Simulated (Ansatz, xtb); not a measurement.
**CH2B2F−: where a starting geometry ends**

The starting geometry of this gas-phase triplet was built from a drawn formula by distance geometry and a force field; its bonds are those of `B[B-](=[C])F`.

```xyz
6

C    -1.5936    2.2261    2.3835
B    -2.3923    0.6962    0.3424
B    -2.4132    1.1300    1.9568
F    -3.2176    0.3988    2.9206
H    -1.7504    1.2991   -0.4308
H    -2.9985   -0.2591   -0.0302
```

Problem. Predict what it relaxes into with r2SCAN-D4/def2-SVPD.

Solution. It keeps its bonds, and is `B[B-](=[C])F`.

The energy falls by 0.15 eV over 6 steps:

```csv
step,E − E(last) (eV)
1,0.146
2,0.040
3,0.006
4,0.000
5,0.000
6,0.000
```

Final geometry (Å):

```yaml
atoms:
  - { symbol: C, position_ang: [-1.5737, 2.2535, 2.3722] }
  - { symbol: B, position_ang: [-2.3988, 0.6796, 0.3697] }
  - { symbol: B, position_ang: [-2.4488, 1.0879, 1.9740] }
  - { symbol: F, position_ang: [-3.2035, 0.4276, 2.9566] }
  - { symbol: H, position_ang: [-1.7345, 1.3236, -0.4278] }
  - { symbol: H, position_ang: [-3.0063, -0.2812, -0.1024] }
```

From the same start GFN2-xTB ends elsewhere, at `F[B-]1=[C+][BH2-]1`.

No frequencies were run, so the end isn't proven a minimum. Open shells are spin-unrestricted. The triplet needn't be the ground state. Run with Ansatz 0.2.0, 2.7 min on 1 thread of AMD EPYC (Zen 3) (shared host).
